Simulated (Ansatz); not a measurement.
Geometry optimisation, Ansatz, RKS B3LYP-D4/6-31G*.

input.yaml

```yaml
crystal:
  periodic: [false, false, false]
  atoms:
    - { symbol: Al, position_ang: [-0.067651, -0.205355, 0.059809] }
    - { symbol: O, position_ang: [-0.259404, -0.410441, 1.791144] }
    - { symbol: H, position_ang: [-1.127303, -0.682546, 2.120417] }
    - { symbol: H, position_ang: [1.364147, -0.051059, -0.543933] }
    - { symbol: Cl, position_ang: [-1.789051, -0.393464, -1.153448] }
    - { symbol: S, position_ang: [-0.008057, 2.930492, 1.504064] }
    - { symbol: H, position_ang: [1.340056, 2.93059, 1.556545] }
    - { symbol: H, position_ang: [-0.100838, 1.753884, 2.221301] }
basis:
  gaussian: { orbitals: "6-31G*" }
hamiltonian:
  xc: b3lyp
  dispersion: d4
relax:
  f_tol: 0.03
  max_steps: 50
```

Command:

```bash
$ ansatz run input.yaml --threads 1 --pin off --max-ram 2048MiB --backend cpu --events-out ev --progress --plain --runs-dir out
```

Q: Where does it end, and by what steps?

A: It converged. The force dipped under the threshold on the way, but the program's further checks kept it going. After 22 steps the energy has fallen by 0.341 eV; H8 moved furthest, 1.14 Å. Joined: Al1–S6 (3.45 → 2.58 Å).

| step | energy less start (eV) | largest force component (eV/Å) | accepted |
| --- | --- | --- | --- |
| 0 | 0.0000 | 0.874 | yes |
| 1 | -0.0745 | 0.617 | yes |
| 2 | -0.1460 | 0.657 | yes |
| 3 | -0.2079 | 0.545 | yes |
| 4 | -0.2506 | 0.384 | yes |
| 5 | -0.2829 | 0.443 | yes |
| 6 | -0.2970 | 0.316 | yes |
| 7 | -0.3041 | 0.138 | yes |
| 8 | -0.3065 | 0.056 | yes |
| 9 | -0.3070 | 0.059 | yes |
| 10 | -0.3079 | 0.033 | yes |
| 11 | -0.3085 | 0.080 | yes |
| 12 | -0.3094 | 0.144 | yes |
| 13 | -0.3107 | 0.194 | yes |
| 14 | -0.3188 | 0.025 | yes |
| 15 | -0.3209 | 0.268 | yes |
| 16 | -0.3099 | 0.816 | no |
| 17 | -0.3271 | 0.116 | yes |
| 18 | -0.3320 | 0.082 | yes |
| 19 | -0.3373 | 0.062 | yes |
| 20 | -0.3388 | 0.067 | yes |
| 21 | -0.3392 | 0.184 | yes |
| 22 | -0.3407 | 0.014 | yes |

```xyz
8
Properties=species:S:1:pos:R:3
Al 0.019 0.040 0.241
O 0.032 -0.735 1.778
H -0.793 -1.070 2.151
H 1.308 -0.049 -0.659
Cl -1.905 0.306 -0.677
S 0.293 2.505 0.963
H 1.170 2.306 1.970
H -0.772 2.569 1.788
```

Whether the end is a true minimum wasn't checked by a vibrational analysis.

Run time: 51 s on 1 thread of Intel(R) Xeon(R) 6975P-C (Granite Rapids), on a shared host, peak memory 0.18 GiB.
